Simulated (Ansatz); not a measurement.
`C[Se][SiH2]Cl` + H₂ → `Cl[SiH2][SeH]` + CH₄ at 298.15 K and 1 bar (hydrogenolysis of the Se–C bond).

Program: Ansatz. Geometries: PBE0-D4/def2-TZVP. ΔE: electronic, gas phase. CCSD(T)/CBS is the MP2 limit (def2-TZVPP, def2-QZVPP) plus CCSD(T) − MP2 in def2-TZVPP, frozen cores. This one scheme is used for every species. For Se outer-core shells are correlated without core-valence functions, which leaves a few kJ/mol of doubt a bond. Scalar relativity is left out up to krypton. Each species was taken in one conformer, which may not be the lowest.

```csv
species,CCSD(T)/CBS energy (Eh),H − E (kJ/mol),S (J/(mol·K))
`C[Se][SiH2]Cl`,-3190.69652,170.4,359.0
H₂,-1.17544,35.1,130.4
`Cl[SiH2][SeH]`,-3151.43476,86.9,325.8
CH₄,-40.46206,127.4,186.2
```

H − E and S are ideal-gas, rigid-rotor, harmonic terms from PBE0-D4/def2-TZVP, for one conformer and one mirror image of each species. The MP2-based limit puts H₂ 0.8 mEh under its directly extrapolated value; such offsets cancel only in part. 1 Eh = 2625.50 kJ/mol, R = 8.31446 J/(mol·K).

Problem. By hand: ΔE, ΔH, ΔS and ΔG.

Solution. ΔE = (-3151.43476) + (-40.46206) − (-3190.69652) − (-1.17544) = -0.02486 Eh = -65.3 kJ/mol. Δ(H − E) = 86.9 + 127.4 − 170.4 − 35.1 = 8.8, so ΔH = -56.5 kJ/mol. ΔS = 325.8 + 186.2 − 359.0 − 130.4 = 22.6 J/(mol·K). ΔG = -56.5 − 298.15 × (22.6)/1000 = -63.2 kJ/mol.

Problem. By hand: the equilibrium constant, and the temperature at which ΔG would vanish if ΔH and ΔS stayed fixed.

Solution. log₁₀ K = −ΔG/(RT ln 10) = 11.1. ΔH and −TΔS have one sign here, so there is no such temperature.

ΔH outweighs TΔS. A doubt of 5 kJ/mol in ΔE shifts log₁₀ K by 0.9 here. Other conformers and mirror images would add mixing entropy, several J/(mol·K) or more a flexible species. Modes under 60 cm⁻¹, often nearly free rotors, make the harmonic entropy too high. These are equilibria of isolated gas molecules and say nothing of rates. Largest T1 diagnostic: 0.009 (customary marks: 0.02 for closed shells, 0.045 for open ones).
